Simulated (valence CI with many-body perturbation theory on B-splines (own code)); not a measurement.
**Ge²⁶⁺: one-electron terms**

Level of theory: valence CI with perturbative core correlation (CI+MBPT): four valence electrons over a frozen Dirac-Fock core [He], radial functions for each j: 11 s, 11 p, 10 d, 8 f, 5 g, 2 h, with the one-electron correlation potential Σ1 (screened to all orders), the two-electron term Σ2, the three-electron term Σ3, Breit, model QED; selected single and double excitations, second order for the rest, scaled by the run's own slope (own B-spline code, finite nucleus).

No measured spectrum was set against this ion. As an estimate, large intervals hold to a few tenths of a per cent, small ones and those within an open d or f shell to about a per cent. Among the levels kept, up to 1100 cm⁻¹ of a level comes from second order outside the variational space, and about a tenth of that is noise between levels of different J, which matters for small intervals.

These are the spectroscopic orbitals of the CI (the correlating ones are not listed), shaped by the core and the other valence electrons. h is the expectation value of the core's Dirac-Fock operator, without the valence repulsion; Σ1 is computed up to l = 3 at one energy for each symmetry, that of its lowest orbital but kept below the first core excitation, so for empty shells it is not the orbital's own correlation shift; Breit and QED include the response of the core, and the two lowest orbitals of each symmetry also the frequency dependence of Breit exchange, which makes a step in that column.

```tsv
Orbital	h (hartree)	Σ1 (cm⁻¹)	Breit (cm⁻¹)	QED (cm⁻¹)	⟨r⟩ (bohr)
2s1/2	-117.35	-1216	7987	7287	0.1972
3s1/2	-51.381	-285	2189	2058	0.4594
4s1/2	-28.644	-109	870	830	0.8356
5s1/2	-18.234	-53.4	434	416	1.322
6s1/2	-12.617	-30.2	247	237	1.919
7s1/2	-9.2452	-18.7	154	148	2.627
2p1/2	-115.03	-2749	15579	-367	0.1679
3p1/2	-50.699	-589	4183	-108	0.4354
4p1/2	-28.359	-222	1678	-44.3	0.8159
5p1/2	-18.089	-109	840	-22.4	1.307
6p1/2	-12.532	-61.1	479	-12.8	1.909
7p1/2	-9.1923	-37.9	300	-8.0	2.620
2p3/2	-113.55	-2518	6675	289	0.1709
3p3/2	-50.263	-540	1756	74.1	0.4396
4p3/2	-28.176	-204	728	29.6	0.8215
5p3/2	-17.995	-100	364	14.8	1.314
6p3/2	-12.478	-56.1	208	8.4	1.917
7p3/2	-9.1585	-34.8	130	5.3	2.630
3d3/2	-49.927	-232	130	-25.1	0.3772
4d3/2	-28.034	-97.9	70.3	-9.6	0.7631
5d3/2	-17.922	-50.2	38.1	-4.7	1.259
6d3/2	-12.436	-29.0	23.1	-2.7	1.867
7d3/2	-9.1319	-18.3	14.9	-1.7	2.583
3d5/2	-49.794	-225	41.0	33.8	0.3786
4d5/2	-27.978	-94.8	22.0	14.9	0.7649
5d5/2	-17.894	-48.5	11.5	7.7	1.262
6d5/2	-12.42	-28.1	7.0	4.5	1.869
7d5/2	-9.1215	-17.7	4.5	2.9	2.586
4f5/2	-27.908	-18.6	0.6	-6.2	0.6632
5f5/2	-17.862	-10.5	0.5	-3.1	1.162
6f5/2	-12.402	-6.4	0.4	-1.8	1.771
7f5/2	-9.1106	-4.1	0.3	-1.1	2.491
4f7/2	-27.882	-18.4	0.2	5.1	0.6641
5f7/2	-17.848	-10.4	0.1	2.7	1.163
6f7/2	-12.394	-6.3	0.1	1.6	1.772
7f7/2	-9.1055	-4.1	0.1	1.0	2.493
5g7/2	-17.837		0.0	-1.9	1.017
6g7/2	-12.387		0.0	-1.1	1.627
7g7/2	-9.101		0.0	-0.7	2.348
5g9/2	-17.829		0.0	1.5	1.018
6g9/2	-12.383		0.0	0.9	1.628
7g9/2	-9.0981		0.0	0.6	2.349
6h9/2	-12.382				1.443
6h11/2	-12.379				1.444
```

Among the shells of the start configuration 2s2 2p2, Σ1 is largest in size for 2p1/2, where it is 0.011 % of h.

Lowest root of each symmetry, sizes in configuration state functions:

```tsv
J	Parity	Roots	Reference	Variational	Second order	Change by selected CI (cm⁻¹)	Change by second order (cm⁻¹)
0	even	18	55	28884	103301	-15919	-1
1	even	33	129	31981	334949	-14990	-259
2	even	36	156	31986	535066	-16094	-380
3	even	21	128	32319	488994	-19690	-612
4	even	9	86	35770	500606	-14507	-118
5	even	3	47	43224	225096	-16070	-19
0	odd	14	52	28254	59827	-20001	-2
1	odd	33	136	31971	337737	-19228	-156
2	odd	32	155	31973	496376	-10340	-206
3	odd	18	122	31972	600337	-17551	-453
4	odd	8	74	35025	426256	-21166	-233
5	odd	2	32	36516	290501	-26749	-39
```
